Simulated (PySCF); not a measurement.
Species: CH₅BCl₃P.
SMILES: `[PH3+][BH2-]C(Cl)(Cl)Cl`

Method: PBE0-D3(BJ)/def2-SVP geometry optimisation, gas phase in PySCF.

Take the most abundant isotopes and a rigid rotor. 

(1) What are A, B and C (cm⁻¹)?

(2) Classify the top.

(3) What does the inertial defect say?

(4) Give the other two planar moments, Paa and Pbb, and the rms extents of the mass along the axes.

(5) Give the coordinates in the principal-axis frame, origin at the centre of mass.

(6) Where do the levels up to J = 5 lie, in cm⁻¹?

(7) Predict some low-J microwave lines.

Answers

(1) Ia = 272.86, Ib = 495.38, Ic = 525.48 u·Å²; 505379 MHz·u·Å²/I gives 1852, 1020 and 961.7 MHz, that is A = 0.06178, B = 0.03403, C = 0.03208 cm⁻¹.

(2) An asymmetric top; Ray's κ = -0.869.

(3) Not planar: Δ = Ic − Ia − Ib = -242.75 u·Å². For a rigid frame Δ = −2 Σ m c², so Σ m c² = 121.37 u·Å² lies off the ab plane: 9.69 from hydrogen and 111.68 from heavier atoms. The atom farthest from that plane is 1.94 Å away.

(4) Paa = Σ m a² = (Ib + Ic − Ia)/2 = 374.00 and Pbb = Σ m b² = (Ia + Ic − Ib)/2 = 151.48 u·Å². With the mass M = 163.93 u, the rms extents √(P/M) along a, b and c are 1.51, 0.96, 0.86 Å.

(5) The sense of each axis is arbitrary; atoms in the order of the calculation.
```json
{"atom": "P1", "mass (u)": "30.974", "a (Å)": "2.470", "b (Å)": "0.001", "c (Å)": "-0.404"}
{"atom": "B2", "mass (u)": "11.009", "a (Å)": "0.732", "b (Å)": "0.002", "c (Å)": "-1.278"}
{"atom": "C3", "mass (u)": "12.000", "a (Å)": "-0.415", "b (Å)": "0.000", "c (Å)": "-0.140"}
{"atom": "Cl4", "mass (u)": "34.969", "a (Å)": "-0.260", "b (Å)": "-1.431", "c (Å)": "0.944"}
{"atom": "Cl5", "mass (u)": "34.969", "a (Å)": "-2.014", "b (Å)": "-0.038", "c (Å)": "-0.910"}
{"atom": "Cl6", "mass (u)": "34.969", "a (Å)": "-0.308", "b (Å)": "1.467", "c (Å)": "0.899"}
{"atom": "H7", "mass (u)": "1.008", "a (Å)": "3.548", "b (Å)": "0.055", "c (Å)": "-1.316"}
{"atom": "H8", "mass (u)": "1.008", "a (Å)": "2.819", "b (Å)": "-1.118", "c (Å)": "0.385"}
{"atom": "H9", "mass (u)": "1.008", "a (Å)": "2.782", "b (Å)": "1.069", "c (Å)": "0.468"}
{"atom": "H10", "mass (u)": "1.008", "a (Å)": "0.742", "b (Å)": "1.024", "c (Å)": "-1.939"}
{"atom": "H11", "mass (u)": "1.008", "a (Å)": "0.750", "b (Å)": "-1.021", "c (Å)": "-1.938"}
```

(6) Above 0(0,0):
J = 1: 1(0,1) 0.0661, 1(1,1) 0.0939, 1(1,0) 0.0958
J = 2: 2(0,2) 0.1982, 2(1,2) 0.2241, 2(1,1) 0.2300, 2(2,1) 0.3132, 2(2,0) 0.3133
J = 3: 3(0,3) 0.3962, 3(1,3) 0.4195, 3(1,2) 0.4312, 3(2,2) 0.5116, 3(2,1) 0.5121, 3(3,1) 0.6553, 3(3,0) 0.6553
J = 4: 4(0,4) 0.6596, 4(1,4) 0.6798, 4(1,3) 0.6993, 4(2,3) 0.7759, 4(2,2) 0.7774, 4(3,2) 0.9199, 4(3,1) 0.9199, 4(4,1) 1.1208, 4(4,0) 1.1208
J = 5: 5(0,5) 0.9883, 5(1,5) 1.0051, 5(1,4) 1.0343, 5(2,4) 1.1063, 5(2,3) 1.1096, 5(3,3) 1.2508, 5(3,2) 1.2508, 5(4,2) 1.4516, 5(4,1) 1.4516, 5(5,1) 1.7099, 5(5,0) 1.7099
Those of J = 1 are B + C, A + C and A + B.

(7) The dipole components are |μa| = 5.33 D, |μb| = 0.00 D, |μc| = 0.49 D. Intensities carry the squares of the components, which stand as 1.00 : 0.00 : 0.01 (a : b : c). Some lines, for components of 0.1 D or more:

```tsv
type	branch	J(Ka,Kc)	MHz	lower level (cm⁻¹)
c	R	1(1,0) ← 0(0,0)	2872	0.000
a	R	2(0,2) ← 1(0,1)	3961	0.066
a	R	2(1,1) ← 1(1,0)	4022	0.096
a	R	3(1,2) ← 2(1,1)	6032	0.230
a	R	4(2,3) ← 3(2,2)	7925	0.512
a	R	4(2,2) ← 3(2,1)	7955	0.512
c	R	4(1,3) ← 3(0,3)	9088	0.396
c	R	4(2,2) ← 3(1,2)	10380	0.431
c	R	4(2,3) ← 3(1,3)	10686	0.419
c	R	4(3,1) ← 3(2,1)	12227	0.512
c	R	4(4,1) ← 3(3,1)	13957	0.655
```

No frequency check. No vibrational averaging or centrifugal distortion is included, and the geometry carries the error of its method. A rigid rotor knows nothing of internal rotation, which can split or shift real lines. Quadrupole hyperfine structure (11B, 35Cl) is left out.

Shape of the structure used: `[PH3+:1][BH2-:2][C:3]([Cl:4])([Cl:5])[Cl:6]`: P1–B2–C3–Cl4 -58°.
